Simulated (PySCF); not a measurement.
**Ionisation energy of Rb⁺ by level of theory**

Rb⁺ [Kr] (1S) → Rb²⁺ [Ar] 3d10 4s2 4p5 (2P), as a difference of total energies. Computed with PySCF 2.14 in Sapporo-DKH3-DZP-2012 (7s6p2d, 35 functions), with scalar relativity by spin-free X2C-1e. Correlated levels: valence: [Ar] 3d10 4s2 frozen. The calculations carry no spin-orbit coupling.

```csv
method,ionisation energy (eV),difference from reference (eV)
UHF,26.451,-0.839
TPSS,27.450,+0.160
MN15,27.349,+0.059
MP2 (valence),27.437,+0.147
SCS-MP2 (valence),27.382,+0.092
CCSD (valence),27.405,+0.115
CCSD(T) (valence),27.408,+0.118
```

Reference: 27.290 eV (measured; NIST Atomic Spectra Database, ionization energies).

The reference lies between the lowest fine-structure levels, while these numbers refer to the centres of the terms.

Errors of the correlated levels include the incompleteness of this basis and the frozen core.
